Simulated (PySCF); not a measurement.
**EPR parameters of C6H9Si2**

Compound: C₆H₉Si₂ (doublet state).
Bonds: Si1–C2, C2–C3 (aromatic), C3–C4 (aromatic), C4–C5 (aromatic), C5–Si6, C5–C7 (aromatic), C7–C8 (aromatic), C2–C8 (aromatic). Hydrogens: H9, H10 on Si1; H11 on C3; H12 on C4; H13, H14, H15 on Si6; H16 on C7; H17 on C8.

As a line formula: `[SiH2]c1ccc([SiH3])cc1` [radical].

Method used: UKS B3LYP, IGLO-III on C Si, pcH-1 on H, non-relativistic, mean-field spin-orbit, GIAO in PySCF. Geometry: PBE0-D3(BJ)/def2-SVP, one conformer, isolated molecule. No stability test was run, so a lower SCF solution isn't excluded.

- g1, g2, g3: 2.00211, 2.00325, 2.00406
- g_iso: 2.00314
- Form of g: rhombic: the two nearest values differ by 42 % of g3 − g1
- ⟨S²⟩: 0.7557 (exact 0.7500)
- Total energy: -813.13098 Eh

Hyperfine couplings atom by atom, in MHz; T1 to T3 are the principal values of the dipolar part:

| atom | isotope | a_iso | of which spin–orbit | T1 | T2 | T3 | Mulliken spin population |
| --- | --- | --- | --- | --- | --- | --- | --- |
| Si1 | 29Si | -446.1 | 1.2 | -160.0 | 79.7 | 80.3 | 0.92 |
| C2 | 13C | 9.4 | 0.0 | -8.6 | 0.8 | 7.8 | -0.08 |
| C3 | 13C | 7.1 | 0.0 | -6.1 | -5.5 | 11.6 | 0.07 |
| C4 | 13C | -5.8 | 0.0 | -5.5 | 2.3 | 3.2 | -0.05 |
| C5 | 13C | 7.4 | 0.0 | -6.7 | -5.8 | 12.5 | 0.09 |
| Si6 | 29Si | 4.7 | 0.0 | -0.2 | 0.0 | 0.2 | 0.00 |
| C7 | 13C | -5.8 | 0.0 | -5.5 | 2.2 | 3.2 | -0.05 |
| C8 | 13C | 7.4 | 0.0 | -6.4 | -5.7 | 12.1 | 0.07 |
| H9 | 1H | 38.4 | 0.0 | -9.0 | 0.9 | 8.1 | 0.01 |
| H10 | 1H | 38.3 | 0.0 | -9.0 | 0.9 | 8.1 | 0.01 |
| H11 | 1H | -4.3 | 0.0 | -2.1 | -0.1 | 2.2 | 0.00 |
| H12 | 1H | 2.5 | 0.0 | -1.1 | -0.4 | 1.4 | 0.00 |
| H13 | 1H | 3.2 | 0.0 | -0.4 | -0.3 | 0.7 | 0.00 |
| H14 | 1H | 7.6 | 0.0 | -0.4 | -0.3 | 0.7 | 0.00 |
| H15 | 1H | 0.4 | 0.0 | -0.4 | -0.3 | 0.7 | 0.00 |
| H16 | 1H | 2.5 | 0.0 | -1.1 | -0.4 | 1.4 | 0.00 |
| H17 | 1H | -4.4 | 0.0 | -2.1 | -0.2 | 2.2 | 0.00 |

The largest Mulliken spin populations are on Si1 (+0.92), C5 (+0.09), C2 (-0.08) and C8 (+0.07). Si1 is the only atom above +0.15. The angles at Si1 add up to 336.2°, so it is pyramidal.

Axes: g3 points within 7° of the Si1–C2 bond.

Under fast tumbling the dipolar parts average out, and these isotropic splittings remain: 2 × 1H (H9/H10, I = 1/2, 3 lines) with 1.37 mT, 2 × 1H (H11/H17, I = 1/2, 3 lines) with 0.15 mT, 3 × 1H (H13/H14/H15, I = 1/2, 4 lines) with 0.13 mT and 2 × 1H (H12/H16, I = 1/2, 3 lines) with 0.09 mT.

Nuclei that the bonding pattern makes equivalent are averaged, as if the motion that swaps them (rotation, inversion, ring flip) were fast. The three 1H nuclei of mean +3.7 MHz run from 0.4 to 7.6 MHz in the frozen geometry.

The 13C coupling of C2 (9.4 MHz) shows only in satellite lines or after enrichment, since that isotope makes up about 1.07 % of natural carbon.

The 29Si coupling of Si1 (-446.1 MHz) shows only in satellite lines or after enrichment, since that isotope makes up about 4.7 % of natural silicon.

The run took 1.9 min wall on an x86-64 server with one thread, shared host.
